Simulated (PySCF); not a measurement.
# Deuteron quadrupole couplings in `C[Si@H]1C[Si@@H](C(F)(F)F)C1`

Species: C4H9F3Si2.
Z-matrix (Å and degrees, PBE0-D3(BJ)/def2-SVP geometry), rows numbered from 1:
```
C 
Si  1  1.8702
C   2  1.9148  1  113.71
Si  3  1.8878  2   87.42  1   108.05
C   4  1.9327  3  109.02  2  -103.13
F   5  1.3417  4  112.49  3   169.49
F   5  1.3510  4  111.17  3    49.98
F   5  1.3422  4  112.27  3   -69.45
C   4  1.8876  3   92.83  2     8.47
H   1  1.1011  2  110.95  3    68.04
H   1  1.1009  2  110.94  3  -171.54
H   1  1.1005  2  109.76  3   -51.71
H   2  1.4973  1  111.41  3  -128.83
H   3  1.1005  2  116.94  1   -10.07
H   3  1.1016  2  113.57  1  -137.30
H   4  1.4922  3  119.31  2   134.44
H   9  1.1003  2  117.19  1    10.29
H   9  1.1017  2  113.26  1   137.51
```

Level: PBE0/pcSseg-1 (PySCF, non-relativistic); Q(2H) = 0.00286 b; rigid geometry, the same for H and D, with no vibrational averaging.

Question: Rank these positions by the coupling χzz of a deuteron there, largest first.
A. H13 (Si–H hydrogen)
B. H11 (methyl hydrogen)
C. H17 (methylene hydrogen)

Answer: C (205 kHz), B (200 kHz), A (93 kHz).

Tabulate Vzz, the asymmetry η and χzz = 234.96 MHz × Q × Vzz for every hydrogen position.

```json
{"atom": "H10", "bonded to": "C1", "bond length (Å)": "1.101", "Vzz (au)": "0.2979", "η": "0.01", "χzz (kHz)": "200"}
{"atom": "H11", "bonded to": "C1", "bond length (Å)": "1.101", "Vzz (au)": "0.2983", "η": "0.01", "χzz (kHz)": "200"}
{"atom": "H12", "bonded to": "C1", "bond length (Å)": "1.100", "Vzz (au)": "0.2940", "η": "0.01", "χzz (kHz)": "198"}
{"atom": "H13", "bonded to": "Si2", "bond length (Å)": "1.497", "Vzz (au)": "0.1385", "η": "0.01", "χzz (kHz)": "93"}
{"atom": "H14", "bonded to": "C3", "bond length (Å)": "1.101", "Vzz (au)": "0.3052", "η": "0.04", "χzz (kHz)": "205"}
{"atom": "H15", "bonded to": "C3", "bond length (Å)": "1.102", "Vzz (au)": "0.3041", "η": "0.05", "χzz (kHz)": "204"}
{"atom": "H16", "bonded to": "Si4", "bond length (Å)": "1.492", "Vzz (au)": "0.1396", "η": "0.03", "χzz (kHz)": "94"}
{"atom": "H17", "bonded to": "C9", "bond length (Å)": "1.100", "Vzz (au)": "0.3057", "η": "0.04", "χzz (kHz)": "205"}
{"atom": "H18", "bonded to": "C9", "bond length (Å)": "1.102", "Vzz (au)": "0.3037", "η": "0.05", "χzz (kHz)": "204"}
```

Average by the element that carries the hydrogen.

on C: 202 kHz over 7 positions, mean bond length 1.101 Å; on Si: 93 kHz over 2 positions, mean bond length 1.495 Å.

The structure is a single PBE0-D3(BJ)/def2-SVP conformer in the gas phase; no vibrational or solvent corrections. A larger basis could move these couplings by a tenth or more.
